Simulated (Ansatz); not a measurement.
Ansatz (a first-principles code) input (CCSD(T)/6-31G*):

Ansatz 0.2 input:
```yaml
crystal:
  periodic: [false, false, false]
  atoms:
    - {symbol: Si, position_ang: [-0.11189245, 0.09935110, -0.03078866]}
    - {symbol: O, position_ang: [-0.41844932, -1.07116168, 1.18601955]}
    - {symbol: N, position_ang: [-1.18303284, 1.26259180, -0.47233330]}
    - {symbol: N, position_ang: [1.31391837, 0.85209903, 0.70339173]}
    - {symbol: N, position_ang: [0.35967771, -1.02055120, -1.34182582]}
    - {symbol: H, position_ang: [-0.97363936, -1.76538754, 0.82096811]}
    - {symbol: H, position_ang: [-1.92176411, 0.98675729, -1.11140528]}
    - {symbol: H, position_ang: [1.47450664, 0.54162997, 1.65337577]}
    - {symbol: H, position_ang: [1.19927848, 1.85785618, 0.71204869]}
    - {symbol: H, position_ang: [1.18914072, -1.56949739, -1.14171234]}
    - {symbol: H, position_ang: [0.51262378, -0.53195811, -2.21501860]}
basis:
  gaussian:
    orbitals: 6-31G*
total_charge: -1
magnetization: {spin_polarized: false}
correlation: {method: ccsd_t, electrons: outside_noble_gas}
```

End of the output:

```
integrals: 0.10 GiB planned
891 factors; integrals over basis functions are off by at most 8.9e-4 eV
0.65 GiB of device memory are held for the factors and their scratch space
mean field: 0.34 GiB planned
mean field evaluation 1: about -14436.5952 eV, gradient 4.4e1 eV
mean field evaluation 2: about -14436.6641 eV, gradient 4.4e1 eV
mean field evaluation 4: about -14440.8538 eV, gradient 4.0e0 eV
mean field evaluation 8: about -14440.9068 eV, gradient 9.6e-2 eV
mean field evaluation 16: about -14439.7181 eV, gradient 2.3e1 eV
mean field -14440.90687409 eV, -530.6935392245 hartree, gradient 7.2e-7 eV, S^2 0.000000; 0 other end points of the search recorded, 0 dependent functions left out
9 core orbitals not correlated
reference -14440.90687409 eV, -530.6935392245 hartree; 16, 16 occupied and 66, 66 virtual orbitals, 891 factors
second order -20.83072818 eV of doubles, -0.00000000 eV of singles
coupled cluster: 1.34 GiB planned
cycle   1  -21.18662491 eV  change   -3.6e-1 eV  update   9.9e-2
cycle   2  -21.66385133 eV  change   -4.8e-1 eV  update   2.8e-2
cycle   3  -21.79473230 eV  change   -1.3e-1 eV  update   1.5e-2
cycle   4  -21.79191659 eV  change    2.8e-3 eV  update   3.2e-3
cycle   5  -21.79062028 eV  change    1.3e-3 eV  update   1.5e-3
cycle   6  -21.79074288 eV  change   -1.2e-4 eV  update   4.9e-4
cycle   7  -21.79050657 eV  change    2.4e-4 eV  update   1.8e-4
cycle   8  -21.79043264 eV  change    7.4e-5 eV  update   6.2e-5
cycle   9  -21.79043664 eV  change   -4.0e-6 eV  update   2.1e-5
perturbative correction -0.49188080 eV, -0.0180762858 hartree
Total energy: -14463.18919153 eV, -531.5123992869 hartree
```

It need not be the lowest isomer of its formula. Whether it binds its extra electron was not tested at this geometry.
